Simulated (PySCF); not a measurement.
Au2H8S2Si4, SMILES [Au][S][SiH2][SiH2][SiH2][SiH2][S][Au], multiplicity 1.

Geometry: PBE0-D3(BJ)/def2-SVP. The spin state was assumed, not searched. The def2 effective core potentials stand for the cores of Au; spin–orbit coupling is left out. One conformer was computed; it need not be the lowest.

All values below come from PySCF with PBE/def2-SVP.

The molecule is in vacuum.

The total energy is -2229.22708 hartree and the point group comes out as C2. The highest occupied level is -5.75 eV and the lowest empty level is -4.16 eV. The orbital gap is 1.60 eV, the dipole moment is 0.00 D and the quadrupole, principal values (traceless, Buckingham form, about the centre of nuclear charge) comes out as -26.75, -17.23, 43.98 D·Å. The mean static polarisability is 285.1 bohr³ (42.25 Å³) and the polarisability, principal values is 147.4, 170.2, 537.7 bohr³.
